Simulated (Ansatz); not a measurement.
Reaction (ligand exchange at the Sn–S bond): `FC[S][SnH3]` + HBr → `[Br][SnH3]` + `FCS`

Calculated with Ansatz (gas phase, PBE0-D4/def2-TZVP geometries, no zero-point term in ΔE). CBS: MP2 limit from def2 TZ/QZ plus the TZ coupled-cluster correction, frozen cores. DFT in def2-TZVPP. B3LYP here is the variant with VWN-RPA as its local correlation; programs differ in this. Elements past krypton have def2 core potentials. For Br, Sn outer-core shells are correlated without core-valence functions, which leaves a few kJ/mol of doubt a bond. Scalar relativity is left out up to krypton. One conformer a species, not always the lowest.

| level | ΔE (kJ/mol) | difference from CCSD(T)/CBS |
| --- | --- | --- |
| PBE-D4 | -43.1 | 3.8 |
| B3LYP-D4 | -47.6 | -0.7 |
| B2PLYP | -50.6 | -3.7 |
| PBE | -47.1 | -0.2 |
| r2SCAN | -49.2 | -2.3 |
| PBE0 | -51.0 | -4.1 |
| B3LYP | -54.1 | -7.2 |
| HF/def2-TZVPP | -68.0 | -21.1 |
| MP2/def2-TZVPP | -43.2 | 3.7 |
| SCS-MP2/def2-TZVPP | -46.6 | 0.3 |
| CCSD/def2-TZVPP | -47.4 | -0.5 |
| CCSD(T)/def2-TZVPP | -43.9 | 3.0 |
| HF/def2-QZVPP | -68.4 | -21.5 |
| MP2/def2-QZVPP | -45.0 | 1.9 |
| SCS-MP2/def2-QZVPP | -48.2 | -1.3 |
| MP2/CBS(def2) | -46.2 | 0.7 |
| CCSD(T)/CBS | -46.9 | 0 |

Largest T1 diagnostic among the species: 0.013.

From PBE to PBE0 (25 % exact exchange), in def2-TZVPP and without D4, ΔE moves by −3.9 kJ/mol. In def2-TZVPP, CCSD(T) changes the Hartree–Fock value by +24.0 kJ/mol (the triples alone add +3.5 kJ/mol) and MP2 by +24.8 kJ/mol.
